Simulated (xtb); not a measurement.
Input for xtb:
```
$ xtb mol.xyz --gfn 2 --uhf 1 --opt vtight --json

# file mol.xyz
2

Si     0.05502442    -0.03329988    -1.20176141
Br    -0.00334866     0.04405444     1.17147986
```

Q: What does this run give for the total energy at the end of the optimisation, dipole moment?

A: 
```yaml
total_energy_at_the_end_of_the_optimisation: -5.7642 Eh
dipole_moment: 3.98 D
```
